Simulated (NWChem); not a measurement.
System: iodine (I₂); SMILES II

Input file for NWChem:

```
start job
memory heap 200 mb stack 900 mb global 1100 mb
geometry units angstroms noautoz
  I      0.000000     0.000000     1.327795
  I      0.000000     0.000000    -1.327795
end
basis spherical
  I library def2-svp
end
ecp
  I library def2-ecp
end
dft
  xc r2scan
  iterations 150
  mulliken
end
task dft energy
```

Structure relaxed at the PBE0-D3(BJ)/def2-TZVP level. def2 effective core potentials on I; no spin-orbit coupling.

### Question
Give the results of this calculation. (r2SCAN/def2-SVP with def2 effective core potentials on I.) Quantities: energy (Ha); highest occupied level (eV); orbital gap (eV).

### Answer
```yaml
energy (Ha): -595.64
highest occupied level (eV): -6.49
orbital gap (eV): 2.07
```
